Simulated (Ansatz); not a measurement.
Ta₂O₄. Charge 0, multiplicity 3. Geometry r2SCAN-D4/def2-SVP, that of the charge +1 doublet; atoms count from 1.

| atom | x (Å) | y (Å) | z (Å) |
| --- | --- | --- | --- |
| Ta1 | -0.664 | 1.242 | -0.256 |
| Ta2 | -0.191 | -1.395 | 0.259 |
| O3 | -0.752 | -0.389 | -1.304 |
| O4 | 1.515 | -1.434 | 0.318 |
| O5 | 0.923 | 1.870 | -0.327 |
| O6 | -0.831 | 0.106 | 1.310 |

In the def2 sets Ta takes a core potential; there is no spin–orbit coupling. The structure comes from a short search, and lower isomers may exist.

**Question.** Estimate the Mulliken populations from the PBE0/def2-TZVP orbitals of Ansatz.

**Answer.** 
| atom | charge (e) | spin (α − β) | d electrons |
| --- | --- | --- | --- |
| Ta1 | 1.11 | 1.01 | 2.78 |
| Ta2 | 1.11 | 1.01 | 2.78 |
| O3 | -0.63 | 0.02 | – |
| O4 | -0.49 | -0.03 | – |
| O5 | -0.49 | -0.03 | – |
| O6 | -0.63 | 0.02 | – |
Mulliken values depend strongly on the basis.

**Question.** Where does the spin sit?

**Answer.** Summed by element: Ta 2.01, O -0.01, of 2 unpaired in all. Largest on single atoms: Ta1 1.01, Ta2 1.01, O5 -0.03.

**Question.** And the Mayer bond orders between heavy atoms (over 0.3)?

**Answer.** Ta1–O3 1.00 (1.94 Å); Ta1–O5 2.20 (1.71 Å); Ta1–O6 1.00 (1.94 Å); Ta2–O3 1.00 (1.94 Å); Ta2–O4 2.20 (1.71 Å); Ta2–O6 1.00 (1.94 Å).
